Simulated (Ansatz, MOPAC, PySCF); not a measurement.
Pair of molecules: HF (SMILES F) (first 2 atoms) with C2H4 (SMILES C=C); geometry from B3LYP-D3(BJ)/def2-TZVP, rigid monomers moved along the line of their centres of mass till H2···C4 is 2.55 Å.
(charge 0, multiplicity 1):
```xyz
8

F     -0.044     0.400    -0.270
H     -0.018     0.283     0.658
C      0.416    -0.572     3.019
C     -0.317     0.525     3.177
H     -0.039    -1.549     2.914
H      1.498    -0.534     2.999
H      0.138     1.502     3.292
H     -1.399     0.487     3.207
```

Monomers are frozen at their geometry in the pair; levels with a basis set take the counterpoise correction. Rows marked so take none.

Frozen-core correlation. CBS(a, b) extrapolates the correlation energy as X⁻³ and adds the Hartree–Fock energy of set b. Rows in 6-311+G**, STO-3G carry no dispersion term and start afresh at each structure. The state reached by PM3, PM6 isn't checked.

The values were computed with Ansatz (an electronic-structure program) with Gaussian orbitals; MOPAC for PM3, PM6 (differences of heats of formation); PySCF for 6-311+G** rows, STO-3G rows. 

```tsv
level	interaction energy (kcal/mol)
PM3	-1.87
PM6	-1.39
HF/STO-3G (no counterpoise)	-1.01
HF/aug-cc-pVTZ	-3.24
B3LYP/6-311+G** (no counterpoise)	-4.03
MP2/aug-cc-pVDZ	-3.76
CCSD/aug-cc-pVDZ	-3.44
CCSD(T)/aug-cc-pVDZ	?
MP2/CBS(aug-cc-pVDZ, aug-cc-pVTZ) + ΔCCSD(T)/aug-cc-pVDZ	-4.03
```

Task: Complete the blanks.

Result: 
- CCSD(T)/aug-cc-pVDZ, interaction energy (kcal/mol): -3.57
